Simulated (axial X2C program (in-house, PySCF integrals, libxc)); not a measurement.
**Spin–orbit effects down a group: molecules with Ag, HF**

Calculated with an in-house relativistic program for diatomic molecules, spin-free (one-electron X2C) or two-component (2c: spin–orbit coupling with atomic mean-field Coulomb and Gaunt terms, which also bring small scalar terms), in Dyall basis sets with cores contracted in-house; open shells are unrestricted.

Basis sets: Ag dyall-cv3z, H dyall-v3z, Li dyall-cv3z, Na dyall-cv3z.

| molecule | spin-free state | Re (Å) | ωe (cm⁻¹) | De (eV) | 2c state | Re 2c (Å) | ωe 2c (cm⁻¹) | De 2c (eV) |
| --- | --- | --- | --- | --- | --- | --- | --- | --- |
| AgH | M_S = 0, Λ = 0 | 1.701 | 1601.2 | 1.23 | Ω = 0 | 1.701 | 1600.8 | 1.23 |
| LiAg | M_S = 0, Λ = 0 | 2.567 | 309.9 | 0.51 | Ω = 0 | 2.567 | 309.9 | 0.51 |
| NaAg | M_S = 0, Λ = 0 | 2.827 | 170.3 | 0.34 | Ω = 0 | 2.827 | 170.2 | 0.34 |

Question: Work out the shifts from the spin-free to the two-component result.

Answer: 

```csv
molecule,2c state,ΔRe (Å),Δωe (cm⁻¹),ΔDe (eV)
AgH,Ω = 0,0.000,-0.4,0.00
LiAg,Ω = 0,0.000,0.0,0.00
NaAg,Ω = 0,0.000,-0.1,0.00
```

Shifts of one unit in the last digit are rounding.

Each entry is the lowest single determinant of a limited PBE0 search at one distance. De goes to single-determinant-based atoms at the same level (for ions the charge split of lowest energy) and is withheld (n/a) where an atom does not fit its ground term or J level. Main or longest-lived isotopes.
